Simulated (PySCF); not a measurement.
Isomers of C8H13OP, mass 156.070 u with the commonest isotopes. Level of theory: PBE0/pcSseg-1 in PySCF (dipole) on a GFN2-xTB geometry, gas phase. One conformer each, none proved a minimum here; rigid rotors.

Problem. Order these by rotational constant B, smallest first.
A. `[CH3:1][CH:2]([CH3:3])[P:4]([CH3:5])[c:6]1[cH:7][cH:8][o:9][cH:10]1` with C1–C2–P4–C5 -167°, C2–P4–C6–C7 127°
B. `[CH2:1]=[CH:2][P:3](=[O:4])([CH:5]=[CH2:6])[CH:7]1[CH2:8][CH2:9][CH2:10]1` with C1–C2–P3–O4 -1°, C2–P3–C5–C6 -125°, C2–P3–C7–C8 76°, P3–C7–C8–C9 124°, C7–C8–C9–C10 -9°, C8–C9–C10–C7 9°, P3–C7–C10–C9 -124°
C. `[CH3:1][C:2]([CH3:3])([CH3:4])[PH:5][c:6]1[cH:7][cH:8][o:9][cH:10]1` with C2–P5–C6–C7 -88°
D. `[CH3:1][C:2]1=[C:3]([CH3:4])[P:5]1(=[O:6])[CH:7]1[CH2:8][CH2:9][CH2:10]1` with C3–P5–C7–C8 84°, C2–C3–P5–O6 -107°, P5–C7–C8–C9 -106°, C7–C8–C9–C10 -11°, C8–C9–C10–C7 11°
E. `[CH:1]#[C:2][P@:3](=[O:4])([CH:5]=[CH2:6])[CH2:7][CH:8]([CH3:9])[CH3:10]` with C2–P3–C5–C6 127°, C2–P3–C7–C8 -90°, P3–C7–C8–C9 -172°
F. `[CH3:1][C:2](=[O:3])[P:4]([CH3:5])[C:6]1=[CH:7][CH2:8][CH2:9][CH2:10]1` with C1–C2–P4–C5 -173°, C2–P4–C6–C7 125°, C6–C7–C8–C9 -11°, C7–C8–C9–C10 17°, C8–C9–C10–C6 -17°, P4–C6–C10–C9 -171°

Solution. C (686.4 MHz), A (742.4 MHz), F (786.0 MHz), E (816.1 MHz), D (892.1 MHz), B (974.8 MHz).

Problem. Order these by out-of-plane moment Σ m c² = (Ia + Ib − Ic)/2, smallest first.
A. `[CH3:1][C:2]1=[C:3]([CH3:4])[P:5]1(=[O:6])[CH:7]1[CH2:8][CH2:9][CH2:10]1` with C3–P5–C7–C8 84°, C2–C3–P5–O6 -107°, P5–C7–C8–C9 -106°, C7–C8–C9–C10 -11°, C8–C9–C10–C7 11°
B. `[CH2:1]=[CH:2][CH2:3][P@:4](=[O:5])([CH:6]=[CH2:7])[CH:8]1[CH2:9][CH2:10]1` with C1–C2–C3–P4 117°, C2–C3–P4–O5 59°, C3–P4–C6–C7 123°, C3–P4–C8–C9 -91°
C. `[CH3:1][C:2]([CH3:3])([CH3:4])[PH:5][c:6]1[cH:7][cH:8][o:9][cH:10]1` with C2–P5–C6–C7 -88°
D. `[CH2:1]=[CH:2][P:3](=[O:4])([CH:5]=[CH2:6])[CH:7]1[CH2:8][CH2:9][CH2:10]1` with C1–C2–P3–O4 -1°, C2–P3–C5–C6 -125°, C2–P3–C7–C8 76°, P3–C7–C8–C9 124°, C7–C8–C9–C10 -9°, C8–C9–C10–C7 9°, P3–C7–C10–C9 -124°
E. `[CH3:1][CH:2]([CH3:3])[P:4]([CH3:5])[c:6]1[cH:7][cH:8][o:9][cH:10]1` with C1–C2–P4–C5 -167°, C2–P4–C6–C7 127°
F. `[CH3:1][C:2](=[O:3])[P:4]([CH3:5])[C:6]1=[CH:7][CH2:8][CH2:9][CH2:10]1` with C1–C2–P4–C5 -173°, C2–P4–C6–C7 125°, C6–C7–C8–C9 -11°, C7–C8–C9–C10 17°, C8–C9–C10–C6 -17°, P4–C6–C10–C9 -171°
G. `[CH:1]#[C:2][P@:3](=[O:4])([CH:5]=[CH2:6])[CH2:7][CH:8]([CH3:9])[CH3:10]` with C2–P3–C5–C6 127°, C2–P3–C7–C8 -90°, P3–C7–C8–C9 -172°

Solution. D (72.82 u·Å²), B (74.39 u·Å²), G (78.94 u·Å²), E (81.32 u·Å²), C (101.31 u·Å²), F (111.91 u·Å²), A (130.02 u·Å²).

Problem. Order these by dipole moment, smallest first.
A. `[CH:1]#[C:2][P@:3](=[O:4])([CH:5]=[CH2:6])[CH2:7][CH:8]([CH3:9])[CH3:10]` with C2–P3–C5–C6 127°, C2–P3–C7–C8 -90°, P3–C7–C8–C9 -172°
B. `[CH2:1]=[CH:2][P:3](=[O:4])([CH:5]=[CH2:6])[CH:7]1[CH2:8][CH2:9][CH2:10]1` with C1–C2–P3–O4 -1°, C2–P3–C5–C6 -125°, C2–P3–C7–C8 76°, P3–C7–C8–C9 124°, C7–C8–C9–C10 -9°, C8–C9–C10–C7 9°, P3–C7–C10–C9 -124°
C. `[CH3:1][CH:2]([CH3:3])[P:4]([CH3:5])[c:6]1[cH:7][cH:8][o:9][cH:10]1` with C1–C2–P4–C5 -167°, C2–P4–C6–C7 127°
D. `[CH3:1][C:2]([CH3:3])([CH3:4])[PH:5][c:6]1[cH:7][cH:8][o:9][cH:10]1` with C2–P5–C6–C7 -88°
E. `[CH3:1][C:2]1=[C:3]([CH3:4])[P:5]1(=[O:6])[CH:7]1[CH2:8][CH2:9][CH2:10]1` with C3–P5–C7–C8 84°, C2–C3–P5–O6 -107°, P5–C7–C8–C9 -106°, C7–C8–C9–C10 -11°, C8–C9–C10–C7 11°
F. `[CH3:1][C:2](=[O:3])[P:4]([CH3:5])[C:6]1=[CH:7][CH2:8][CH2:9][CH2:10]1` with C1–C2–P4–C5 -173°, C2–P4–C6–C7 125°, C6–C7–C8–C9 -11°, C7–C8–C9–C10 17°, C8–C9–C10–C6 -17°, P4–C6–C10–C9 -171°

Solution. C (0.82 D), D (1.20 D), F (2.66 D), B (3.31 D), A (3.54 D), E (4.52 D).

```json
{"SMILES": "CC1=C(C)P1(=O)C1CCC1", "point group": "C1", "Ia (u·Å²)": "326.08", "Ib (u·Å²)": "566.52", "Ic (u·Å²)": "632.56", "κ": "-0.75", "μa (D)": "0.09", "μb (D)": "4.17", "μc (D)": "1.72"}
{"SMILES": "CC(C)P(C)c1ccoc1", "point group": "C1", "Ia (u·Å²)": "245.89", "Ib (u·Å²)": "680.71", "Ic (u·Å²)": "763.96", "κ": "-0.88", "μa (D)": "0.13", "μb (D)": "0.08", "μc (D)": "0.81"}
{"SMILES": "C#C[P@](=O)(C=C)CC(C)C", "point group": "C1", "Ia (u·Å²)": "319.06", "Ib (u·Å²)": "619.26", "Ic (u·Å²)": "780.42", "κ": "-0.64", "μa (D)": "0.13", "μb (D)": "0.46", "μc (D)": "3.51"}
{"SMILES": "CC(=O)P(C)C1=CCCC1", "point group": "C1", "Ia (u·Å²)": "280.36", "Ib (u·Å²)": "642.95", "Ic (u·Å²)": "699.49", "κ": "-0.88", "μa (D)": "2.46", "μb (D)": "0.71", "μc (D)": "0.72"}
{"SMILES": "CC(C)(C)Pc1ccoc1", "point group": "C1", "Ia (u·Å²)": "213.60", "Ib (u·Å²)": "736.26", "Ic (u·Å²)": "747.23", "κ": "-0.99", "μa (D)": "0.31", "μb (D)": "0.51", "μc (D)": "1.05"}
{"SMILES": "C=CP(=O)(C=C)C1CCC1", "point group": "Cs", "Ia (u·Å²)": "328.80", "Ib (u·Å²)": "518.45", "Ic (u·Å²)": "701.62", "κ": "-0.38", "μa (D)": "0.05", "μb (D)": "0.00", "μc (D)": "3.31"}
{"SMILES": "C=CC[P@](=O)(C=C)C1CC1", "point group": "C1", "Ia (u·Å²)": "280.68", "Ib (u·Å²)": "610.26", "Ic (u·Å²)": "742.15", "κ": "-0.74", "μa (D)": "0.01", "μb (D)": "0.15", "μc (D)": "3.42"}
```
